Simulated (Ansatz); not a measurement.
Reaction (ligand exchange at a B–N bond): `B[N]([GeH3])C=C` + `[SiH3]S` → `BS[SiH3]` + `C=C[NH][GeH3]`

Isolated molecules relaxed with PBE0-D4/def2-TZVP in Ansatz; ΔE leaves out vibrations. CBS: MP2 limit from def2 TZ/QZ plus the TZ coupled-cluster correction, frozen cores. DFT in def2-TZVPP. B3LYP here is the variant with VWN-RPA as its local correlation; programs differ in this. For Ge outer-core shells are correlated without core-valence functions, which leaves a few kJ/mol of doubt a bond. Scalar relativity is left out up to krypton. Each species was taken in one conformer, which may not be the lowest.

Question: Is it downhill or uphill in electronic energy at CCSD(T)/CBS, and by how much? (Estimate.)

Answer: The calculation gave: Uphill: ΔE = +56.7 kJ/mol.

Question: What do these levels give: r2SCAN-D4, B3LYP-D4, ωB97M-V, PBE0, HF/def2-TZVPP, MP2/def2-TZVPP, SCS-MP2/def2-TZVPP, CCSD/def2-TZVPP, HF/def2-QZVPP, MP2/def2-QZVPP, HF/CBS(def2), MP2/CBS(def2)? (Estimate.)

Answer: The calculation gave: r2SCAN-D4 47.2, B3LYP-D4 52.8, ωB97M-V 53.9, PBE0 45.1, HF/def2-TZVPP 48.5, MP2/def2-TZVPP 56.3, SCS-MP2/def2-TZVPP 56.3, CCSD/def2-TZVPP 57.3, HF/def2-QZVPP 48.8, MP2/def2-QZVPP 55.9, HF/CBS(def2) 48.9, MP2/CBS(def2) 55.4 kJ/mol.

Largest T1 diagnostic among the species: 0.014.

The D4 term adds +4.4 kJ/mol with B3LYP and +2.4 kJ/mol with PBE0; it sums over pairs of atoms, weighted by their polarisabilities, and B3LYP, whose exchange is more repulsive, gets the larger term. In def2-TZVPP, CCSD(T) changes the Hartree–Fock value by +9.1 kJ/mol (the triples alone add +0.3 kJ/mol) and MP2 by +7.8 kJ/mol.
